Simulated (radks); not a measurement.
Initial-state core-level shifts of neutral scandium when its valence configuration changes from [Ar] 3d1 4s2. Method: scalar-relativistic Kohn-Sham, BLYP, spin-polarised, spherical densities, point nucleus; open shells are filled with parallel spins first; computed with a radial shooting solver on a logarithmic mesh with Libxc functionals. Shifts are changes of the shell-averaged eigenvalues in eV (positive: less bound).

valence              1s      2p      3s      3p
3d2 4s1          +3.009  +3.504  +3.166  +3.017
3d1.5 4s1.5      +1.772  +2.062  +1.836  +1.746
3d1 4s1.5 4p0.5  -0.627  -0.620  -0.613  -0.608
3d3              +4.122  +4.941  +4.495  +4.258
3d0.5 4s2 4p0.5  -2.966  -3.344  -2.943  -2.818
4s2 4p1          -6.307  -7.158  -6.159  -5.885
3d2 4p1          +1.954  +2.539  +2.139  +1.977
3d1 4s1 4p1      -1.135  -1.126  -1.116  -1.103
